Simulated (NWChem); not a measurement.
Species: C$_{4}$H$_{5}$N$_{2}$ cation; SMILES c1ccnc[nH+]1

Program: NWChem. Geometry: optimised at PBE0/def2-SVP. Level: M06-2X/def2-SVP with COSMO at NWChem's default radii, gas-phase geometry; rows give the dielectric constant. Reactions with the solvent are ignored.

For dielectric constant 7.6:

```
Item                                       Result
-----------------------------------------  ------
electrostatic solvation energy (kcal/mol)   -55.7
```

Estimate the same quantities for dielectric constant 78.4.

The electrostatic solvation energy (kcal/mol) is -63.5.
